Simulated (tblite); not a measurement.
Compound: C5H13B2FS.
Cartesian coordinates in Å at the GFN2-xTB level; atoms count from 1:
```xyz
22
C5H13B2FS angstrom
C      1.603    2.498   -0.443
S     -0.045    1.722   -0.587
B      0.090    0.155    0.235
C      1.440   -0.335    0.923
B      2.280   -1.108   -0.157
F      2.015   -2.378   -0.388
C     -1.204   -0.785    0.232
C     -2.390   -0.122    0.950
C     -1.622   -1.146   -1.203
H      1.804    2.735    0.597
H      1.565    3.411   -1.028
H      2.358    1.829   -0.839
H      2.009    0.497    1.337
H      1.182   -1.015    1.736
H      3.126   -0.635   -0.824
H     -0.994   -1.727    0.751
H     -2.136    0.105    1.983
H     -2.660    0.805    0.450
H     -3.255   -0.783    0.945
H     -1.885   -0.247   -1.756
H     -2.482   -1.812   -1.191
H     -0.808   -1.646   -1.724
```

Computed values, GFN2-xTB/tblite, gas phase, harmonic and unscaled. Errors from tens to a few hundred cm⁻¹ against measured bands are possible. Modes of hydrogen on boron can be 10 to 20 % off. One conformer, not necessarily the lowest. The optimisation stopped once no atom felt more than 0.01 eV/Å.

Lowest wavenumbers of the output (negative numbers stand for imaginary wavenumbers):
```
mode    cm-1
  1     -23.9
  2      48.2
  3      58.7
  4      90.7
  5     130.9
  6     153.0
  7     155.4
  8     190.5
  9     223.4
 10     230.3
```

Q: Is this structure a minimum?

A: Not by this Hessian. 1 mode is imaginary beyond 20i (24i cm⁻¹), so at this level the point lies at or near a first-order saddle. The curvature is small, so loose convergence or finite differences may be the whole cause.

Q: Which atoms move in the imaginary mode?

A: 24i: C9 (methyl carbon) 29 %, C8 (methyl carbon) 20 %. These are shares of the mass-weighted motion.

Q: What is the remedy?

A: Step along that mode in both directions, optimise again with tighter thresholds and repeat the frequencies. The zero-point energy of this point (111.4 kcal/mol) counts the 59 real modes alone, and thermal corrections from it aren't those of a minimum.
